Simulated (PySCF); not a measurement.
Match the calculated data to a structure.

All candidates are C4H7FO2S.

* UV, first state: lowest singlet excitation: 5.06 eV (245 nm, f = 0.015) [TDDFT B3LYP/def2-SVPD]
* Rotational structure: rotational constants A, B, C: 2.104, 1.690, 1.052 GHz [GFN2-xTB]
* Polarisability: 77.3 au [B3LYP/def2-SVPD]
* Triplet: lowest triplet excitation (Tamm–Dancoff): 4.36 eV [TDA B3LYP/def2-SVPD]
* UV, strongest line: among the 8 lowest singlet transitions: S7 at 6.55 eV (189 nm, f = 0.052) [TDDFT B3LYP/def2-SVPD]
* Dipole: 2.41 D [B3LYP/def2-SVPD]

Electronic properties: PySCF, gas phase, density fitting. Levels stand in brackets. One conformer (not necessarily the lowest) at the GFN2-xTB geometry, without solvent, vibrations or thermal averaging.

Question: Which candidate is it?
A. `CO[C@@H]1[C@@H](F)C[S@@]1=O`
B. `C[C@@H]1CS(=O)(=O)[C@@H]1F`
C. `COC(=S)[C@H](F)OC`
D. `C[C@@H]1CS(=O)(=O)[C@H]1F`

Answer: A. It is `CO[C@@H]1[C@@H](F)C[S@@]1=O`. Numbering: `[CH3:1][O:2][C@@H:3]1[C@@H:4]([F:5])[CH2:6][S@@:7]1=[O:8]`. S1 is mainly HOMO→LUMO (weight 0.89); the largest Löwdin shares of the orbital it empties are 0.40 on the sulfinyl oxygen, 0.28 on the sulfinyl sulfur, 0.10 on the sp3 carbon bound to oxygen and 0.08 on the ether oxygen, of the orbital it fills 0.42 on the sulfinyl sulfur, 0.13 on the sp3 carbon bound to sulfur, 0.10 on the sulfinyl oxygen and 0.09 on the sp3 carbon bound to oxygen. The optimised geometry has point group C1 and is an asymmetric top.

The others, at the same levels:
- `COC(=S)[C@H](F)OC` fails: its computed lowest singlet excitation is 3.28 eV (378 nm, f = 0.000) (against 5.06 eV), lowest triplet excitation (Tamm–Dancoff) is 2.89 eV (against 4.36 eV) and strongest line among the 8 lowest singlet transitions is S2 at 5.42 eV (229 nm, f = 0.090) (against S7 at 6.55 eV).
- `C[C@@H]1CS(=O)(=O)[C@@H]1F` fails: its computed lowest singlet excitation is 6.96 eV (178 nm, f = 0.009) (against 5.06 eV), lowest triplet excitation (Tamm–Dancoff) is 6.64 eV (against 4.36 eV) and strongest line among the 8 lowest singlet transitions is S6 at 8.03 eV (154 nm, f = 0.058) (against S7 at 6.55 eV).
- `C[C@@H]1CS(=O)(=O)[C@H]1F` fails: its computed lowest singlet excitation is 7.08 eV (175 nm, f = 0.009) (against 5.06 eV), lowest triplet excitation (Tamm–Dancoff) is 6.60 eV (against 4.36 eV) and strongest line among the 8 lowest singlet transitions is S2 at 7.48 eV (166 nm, f = 0.030) (against S7 at 6.55 eV).

Each candidate is one conformer, not necessarily the lowest. The conformers computed, where there is a choice (atom-mapped SMILES and torsion angles):
- `[CH3:1][O:2][C@@H:3]1[C@@H:4]([F:5])[CH2:6][S@@:7]1=[O:8]`: C1–O2–C3–C4 176°
- `[CH3:1][O:2][C:3](=[S:4])[C@H:5]([F:6])[O:7][CH3:8]`: C1–O2–C3–S4 0°, O2–C3–C5–F6 46°, C3–C5–O7–C8 -171°
